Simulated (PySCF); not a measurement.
oxetane-3-carbonitrile (C4H5NO), SMILES C1OCC1C#N.

Geometry: TPSSh-D3(BJ)/def2-SVP.

All values below come from PBE/def2-TZVP (PySCF).

Gas-phase values at a fixed geometry.

Computed frontier levels, gap, dipole moment and polarisability:
```json
{
  "highest_occupied_level": "-6.40 eV",
  "lowest_empty_level": "-0.95 eV",
  "orbital_gap": "5.45 eV",
  "dipole_moment": "2.79 D",
  "quadrupole, principal values (traceless, Buckingham form, about the centre of nuclear charge)": "-17.72, 7.52, 10.20 D·Å",
  "mean_static_polarisability": "53.3 bohr³ (7.90 Å³)",
  "polarisability_principal_values": "43.0, 50.5, 66.5 bohr³"
}
```
